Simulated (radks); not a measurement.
Question: Nb35+, configuration [He] 2s2 2p2. Method: Dirac Kohn-Sham, PBE, spin-unpolarised, spherical densities, finite nucleus; open shells fill j = l - 1/2 first; Fermi nuclear charge, rms radius 4.324 fm; computed with a radial shooting solver on a logarithmic mesh with Libxc functionals. Some entries of the table are withheld. Estimate them.

orbital,occ.,eigenvalue (hartree),<r> (bohr)
1s1/2,2,-788.3579,0.03597
2s1/2,2,(1),0.1495
2p1/2,2,-174.1965,(2)
2p3/2,0,-170.1364,(3)

Answer: 
(1) 2s1/2 eigenvalue (hartree): -179.0281
(2) 2p1/2 <r> (bohr): 0.1260
(3) 2p3/2 <r> (bohr): 0.1300
